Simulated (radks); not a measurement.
Problem. K, configuration [Ar] 4s1. Method: scalar-relativistic Kohn-Sham, r2SCAN, spin-unpolarised, spherical densities, finite nucleus; meta-GGA in the generalised Kohn-Sham scheme; Fermi nuclear charge, rms radius 3.4349 fm; computed with a radial shooting solver on a logarithmic mesh with Libxc functionals. Some entries of the table are withheld. Estimate them.

| orbital | occ. | eigenvalue (eV) | r(max) (bohr) | <r^2> (bohr^2) |
|---|---|---|---|---|
| 1s | 2 | -3539.154 | 0.05303 | 0.008842 |
| 2s | 2 | -359.7028 | (1) | 0.1769 |
| 2p | 6 | -284.1230 | (2) | 0.1519 |
| 3s | 2 | -36.9503 | 1.077 | 1.869 |
| 3p | 6 | -19.6302 | 1.157 | 2.433 |
| 4s | 1 | -2.2900 | (3) | 31.09 |

Solution. 
(1) 2s r(max) (bohr): 0.3176
(2) 2p r(max) (bohr): 0.2628
(3) 4s r(max) (bohr): 4.356
